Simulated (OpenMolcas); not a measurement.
# Si2+: from RASSCF to RASPT2

```json
{"Program": "OpenMolcas", "Basis": "ANO-RCC-VQZP [6s5p3d2f1g]", "Scalar Hamiltonian": "DKH2, point nucleus", "Active space": "2 electrons in 9 orbitals (RAS2 3s 3p; RAS3 3d, at most 2 electrons)", "State averaging": "2S+1 = 3 even, 3 roots; 2S+1 = 1 even, 7 roots; 2S+1 = 3 odd, 3 roots; 2S+1 = 1 odd, 3 roots", "Spin-orbit coupling": "state interaction with AMFI integrals over the reference wave functions, term energies averaged over their components"}
```

Methods on the same reference wave functions:
A. RASSCF
B. SS-RASPT2, IPEA 0.25 Eh, imaginary shift 0.1 Eh (closed shells correlated: 2s 2p)
C. MS-RASPT2, IPEA 0.25 Eh, imaginary shift 0.1 Eh (closed shells correlated: 2s 2p)

Energies in cm-1 above 3s2 1S0, the measured ground level; measured values from NIST levels in Kelleher and Podobedova, J. Phys. Chem. Ref. Data 37, 1285 (2008).

| Level | A | B | C | Measured |
| --- | --- | --- | --- | --- |
| 3s2 1S0 | 0.0 | 0.0 | 0.0 | 0.0 |
| 3s 3p 3P* 0 | 50587 | 51930 | 51980 | 52725 |
| 3s 3p 3P* 1 | 50695 | 52040 | 52090 | 52853 |
| 3s 3p 3P* 2 | 50913 | 52250 | 52300 | 53115 |
| 3s 3p 1P* 1 | 83597 | 83030 | 83090 | 82884 |
| 3p2 1D2 | 119990 | 121460 | 121510 | 122215 |

Deviations, from unrounded energies. A percentage is the sum of absolute deviations over the sum of measured energies, with the sign that they share, or ± where signs differ.

```tsv
Against measurement	Levels	A	B	C
mean absolute deviation (cm-1)	5	1900	680	650
other configurations (%)	5	±2.6	±0.9	±0.9
```

B, C lie about equally close to measurement and A furthest from it. The largest miss of C in the table is 3s 3p 3P* 2, by -810 cm-1. The ranking rests on the paired levels alone, and a cruder setting can come out closer through cancelling errors.

Between B and C the level of the table that moves most is 3s 3p 3P* 1, by 51 cm-1 (lowest in B, highest in C). Moves below CASPT2's spread within the term are not significant.

The lowest spin-free term lies below A's lowest term by 0.058 hartree in B, 0.059 hartree in C.

Term energies are means over components that CASPT2 splits; among the terms shown or strongly mixed into the levels shown the widest spread is 11 cm-1 (3p2 1D, C). Configurations are named by rounded mean occupations; where the s occupation lies near a half they are strongly mixed, a name can repeat and a true partner stay unpaired. Active for correlation alone: 3d; no level in the range computed is led by a configuration that fills it, so any true level of that kind is missing. Some terms mix strongly with configurations of 3d, whose occupation reaches 0.32 (3p2 1D). Computed and measured levels are paired by configuration, term and J; levels that our copy of the source lacks, or whose pairing is in doubt (as where it misses far off the trend of its configuration), stay unpaired and out of the deviations. Only configurations of the active space appear. Levels that lie high or do not pair safely by name in every column are left out.

* marks odd parity.
